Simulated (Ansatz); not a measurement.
`[SiH3][S][GeH3]` + `C=CNC` → `C=CN(C)[SiH3]` + `[SH][GeH3]` at 298.15 K and 1 bar (ligand exchange at the Si–S bond).

Gas-phase electronic energies from Ansatz, PBE0-D4/def2-TZVP geometries. CBS: MP2 limit from def2 TZ/QZ plus the TZ coupled-cluster correction, frozen cores. For Ge outer-core shells are correlated without core-valence functions, which leaves a few kJ/mol of doubt a bond. Scalar relativity is left out up to krypton. One conformer a species, not always the lowest.

```csv
species,CCSD(T)/CBS energy (Eh),H − E (kJ/mol),S (J/(mol·K))
`[SiH3][S][GeH3]`,-2766.60510,152.3,352.5
`C=CNC`,-173.03872,271.9,295.0
`C=CN(C)[SiH3]`,-463.34009,317.4,346.3
`[SH][GeH3]`,-2476.30083,99.2,286.9
```

H − E and S are ideal-gas, rigid-rotor, harmonic terms from PBE0-D4/def2-TZVP, for one conformer and one mirror image of each species. 1 Eh = 2625.50 kJ/mol, R = 8.31446 J/(mol·K).

Task: By hand: ΔE, ΔH, ΔS and ΔG.

Result: ΔE = (-463.34009) + (-2476.30083) − (-2766.60510) − (-173.03872) = 0.00290 Eh = 7.6 kJ/mol. Δ(H − E) = 317.4 + 99.2 − 152.3 − 271.9 = -7.6, so ΔH = 0.0 kJ/mol. ΔS = 346.3 + 286.9 − 352.5 − 295.0 = -14.3 J/(mol·K). ΔG = 0.0 − 298.15 × (-14.3)/1000 = 4.3 kJ/mol.

Task: By hand: the equilibrium constant, and the temperature at which ΔG would vanish if ΔH and ΔS stayed fixed.

Result: log₁₀ K = −ΔG/(RT ln 10) = -0.8. With ΔH or ΔS at zero there is no such temperature.

TΔS isn't small against ΔH here. The sign of ΔG lies within the doubt. A doubt of 5 kJ/mol in ΔE shifts log₁₀ K by 0.9 here. Other conformers and mirror images would add mixing entropy, several J/(mol·K) or more a flexible species. Modes under 60 cm⁻¹, often nearly free rotors, make the harmonic entropy too high. These are equilibria of isolated gas molecules and say nothing of rates. Largest T1 diagnostic: 0.012 (customary marks: 0.02 for closed shells, 0.045 for open ones).
